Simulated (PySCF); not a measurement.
C₄H₁₁PSi.
Atom-mapped SMILES: `[CH3:1][C@@H:2]1[CH2:3][C@@H:4]1[SiH2:5][PH2:6]` (hydrogens: H7, H8, H9 on C1; H10 on C2; H11, H12 on C3; H13 on C4; H14, H15 on Si5; H16, H17 on P6)

Torsions of this conformer, `[CH3:1][C@@H:2]1[CH2:3][C@@H:4]1[SiH2:5][PH2:6]`: C3–C4–Si5–P6 -140°, H–P6–Si5–C4 -164°, H–P6–Si5–C4 -70°.

The closed-shell ground state was solved at several levels (PySCF, density fitting, gas phase, non-relativistic). Geometry: PBE0-D3(BJ)/def2-SVP, one conformer, isolated molecule.

```csv
level,basis functions,total energy (Eh),HOMO (eV),LUMO (eV),gap (eV),dipole (D)
B3LYP/def2-SVPD,216,-789.6097,-7.06,0.09,7.15,1.06
PBE0/pcSseg-1,171,-789.3739,-7.30,0.60,7.90,1.16
```

**Question.** Estimate the row for wB97X-D/pcSseg-1, a basis of 171 functions; the other rows only guide the guess.

**Answer.** Total energy -789.7635 Eh, HOMO -9.12 eV, LUMO 2.32 eV, gap 11.44 eV, dipole 1.20 D.

**Question.** Over all these levels, which gives the widest orbital gap and which the narrowest?

**Answer.** wB97X-D/pcSseg-1 (range-separated hybrid) has the widest, 11.44 eV, and B3LYP/def2-SVPD (global hybrid, 20 % exact exchange) the narrowest, 7.15 eV. Functional and basis both differ between the two, so the spread mixes both effects.

**Question.** How far do the dipole and the HOMO energy spread over the levels?

**Answer.** The dipole runs from 1.06 to 1.20 D (mean 1.14 D) and the HOMO from -9.12 to -7.06 eV.

Note: wB97X-D ran without an empirical dispersion term, which enters the total energy and its gradient alone.
